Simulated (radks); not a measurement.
Li I, 3 electrons, occupied as [He] 2s1 (the NIST ground configuration). Calculated with a radial shooting solver on a logarithmic mesh with Libxc functionals: Dirac Kohn-Sham, LDA (Slater exchange, Perdew-Wang correlation), spin-unpolarised, spherical densities, finite nucleus; Fermi nuclear charge, rms radius 2.444 fm.

Normalised radial functions P(r) = r R(r) (large component), r in bohr:

```
   r/bohr * 2p1/2, o 2p3/2 (the largest magnitude, 0.426, reaches the edge; | marks zero, & curves that meet)
  0.02599 &
  0.03252 &
  0.04068 &
  0.05089 &
  0.06316 &
  0.07902 &
  0.09886 |&
   0.1237 |&
   0.1535 |&
    0.192 | &
   0.2403 |  &
   0.3006 |   &
   0.3731 |    &
   0.4667 |      &
   0.5839 |         &
   0.7305 |             &
   0.9066 |                 &
    1.134 |                       &
    1.419 |                             &
    1.775 |                                    &
    2.203 |                                           &
    2.756 |                                                  &
    3.449 |                                                      &
    4.314 |                                                      &
    5.355 |                                                 &
    6.699 |                                        &
    8.381 |                           &
    10.49 |                &
    13.01 |       &
    16.28 |  &
```

2p1/2 (empty): eigenvalue -1.126 eV, 0 radial nodes, <r> = 5.01 bohr, 90 % of the charge inside 8.23 bohr. 2p3/2 (empty): eigenvalue -1.126 eV, 0 radial nodes, <r> = 5.01 bohr, 90 % of the charge inside 8.23 bohr.
